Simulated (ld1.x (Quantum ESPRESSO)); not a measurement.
**What one change does to a pseudopotential (Tl (Z = 81), TM)**

```json
{"Element": "thallium", "Generator": "ld1.x (Quantum ESPRESSO) 7.5", "Type": "norm-conserving Troullier–Martins (Kleinman–Bylander form)", "Functional": "PBE", "Relativity": "scalar-relativistic", "Frozen core": "[Xe] 4f14 5d10", "Valence charge": "3", "Reference configuration": "6s2 6p0.5 (charge +0.5)", "Partial waves": "6s (bound): rc 1.75 bohr; 6p (bound): rc 2.25 bohr", "Local potential": "all-electron potential smoothed inside 1.60 bohr (lloc = -1)", "Core correction": "none"}
```

All-electron outer shells of the reference configuration (PBE, scalar-relativistic, ld1.x):

```
shell  level (eV)  outermost node (bohr)  outermost maximum (bohr)
   5d      -18.89                   0.53                      1.11
   6s      -12.74                   1.04                      2.05
   6p       -5.11                   1.23                      2.80
```

Change: all radii scaled by about 0.92 (s 1.60, p 2.06 bohr); local potential all-electron potential smoothed inside 1.48 bohr (lloc = -1).

Cutoffs: the cutoffs (Ry, on a coarse ladder) from which the occupation-weighted sum of valence levels, in a spherical-Bessel basis at the reference potential, stays within 10 and 1 mRy of its value at 400 Ry; they do not see the model core or the augmentation charge, which bear on the density cutoff. Errors are all-electron minus pseudo energies relative to the spin-unpolarised reference configuration.

Problem. What does the change do?

Solution. The potential gets harder (25 Ry and 55 Ry → 35 Ry and 90 Ry); both files keep a bound ghost (d, p, s); of the 7 tests that both files solve, the error grows in 1 and shrinks in 0 by more than 15 % and 0.3 meV (median size 24.1 → 25.3 meV). A smaller radius makes the pseudo-wave follow the all-electron one further in, where it bends more sharply, so more plane waves are needed.

```csv
quantity,base,changed
"cutoff, loose",25 Ry,35 Ry
"cutoff, tight",55 Ry,90 Ry
loose cutoff by channel (10 mRy a level),"s 21 Ry, p 6 Ry","s 30 Ry, p 21 Ry"
bound ghosts,"s, p, d","s, p, d"
"error for 6s2 6p1, meV [ΔE -1.85 eV]",+12,+13
"error for 6s2 6p0, meV [ΔE 3.31 eV]",+18,+18
"error for 6s1 6p0, meV [ΔE 24.09 eV]",+91,+86
"error for 6s0 6p3, meV [ΔE 13.36 eV]",+294,+329
"error for 6s1 6p2, meV [ΔE 5.55 eV]",+93,+96
"error for 6s2 6p1.3, meV [ΔE -2.35 eV]",+24,+25
"error for 6s1 6p1, meV [ΔE 11.59 eV]",+5.6,+7.8
```

 A true bound ghost makes a file unfit for plane-wave use even where its test errors are small: the radial tests pick states by their node count and pass the ghost by.
